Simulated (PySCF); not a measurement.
**`InChI=1S/C3H7F3Si2/c1-2-7-8-3(4,5)6/h2H,1,7-8H2`**

Molfile (atoms numbered from 1):
```
C3H7F3Si2
     RDKit          3D

 15 14  0  0  0  0  0  0  0  0999 V2000
    1.9686    1.0828    0.3982 C   0  0  0  0  0  0  0  0  0  0  0  0
    2.0313   -0.2390    0.5944 C   0  0  0  0  0  0  0  0  0  0  0  0
    0.6562   -1.4508    0.2211 Si  0  0  0  0  0  4  0  0  0  0  0  0
   -1.0959   -0.4941   -1.0135 Si  0  0  0  0  0  4  0  0  0  0  0  0
   -2.0484    0.8462    0.0166 C   0  0  0  0  0  0  0  0  0  0  0  0
   -1.2770    1.9096    0.3125 F   0  0  0  0  0  0  0  0  0  0  0  0
   -2.4843    0.3466    1.1826 F   0  0  0  0  0  0  0  0  0  0  0  0
   -3.1181    1.3141   -0.6401 F   0  0  0  0  0  0  0  0  0  0  0  0
    1.0720    1.5758    0.0086 H   0  0  0  0  0  0  0  0  0  0  0  0
    2.8126    1.7400    0.6349 H   0  0  0  0  0  0  0  0  0  0  0  0
    2.9623   -0.6552    1.0023 H   0  0  0  0  0  0  0  0  0  0  0  0
    0.0840   -2.0419    1.4715 H   0  0  0  0  0  0  0  0  0  0  0  0
    1.1826   -2.5873   -0.6012 H   0  0  0  0  0  0  0  0  0  0  0  0
   -2.1200   -1.5252   -1.3526 H   0  0  0  0  0  0  0  0  0  0  0  0
   -0.6296    0.1874   -2.2566 H   0  0  0  0  0  0  0  0  0  0  0  0
  1  2  2  0
  2  3  1  0
  3  4  1  0
  4  5  1  0
  5  6  1  0
  5  7  1  0
  5  8  1  0
  1  9  1  0
  1 10  1  0
  2 11  1  0
  3 12  1  0
  3 13  1  0
  4 14  1  0
  4 15  1  0
M  END
```

Level of theory: quadratic response CAM-B3LYP/aug-cc-pVDZ first hyperpolarisability, Taylor convention, gas phase (PySCF 2.14.0). Geometry: PBE0-D3(BJ)/def2-SVP.

Question: Give the tensor of the second harmonic β(−2ω;ω,ω) at 1064 nm in the axes of these coordinates.

Answer: In au, Taylor convention; rows are the first index (the induced dipole):
```tsv
	xx	yy	zz	xy	xz	yz
x	-32.9	-40.0	-13.3	+83.4	+46.8	+9.0
y	+84.3	+120.7	+34.3	-39.1	+9.2	+22.5
z	+46.8	+22.5	+62.5	+8.9	-13.0	+34.0
```
Norm of βᵢ = ⅓ Σⱼ (βᵢⱼⱼ + βⱼᵢⱼ + βⱼⱼᵢ): 285.5 au, hyper-Rayleigh value 108.3 au.
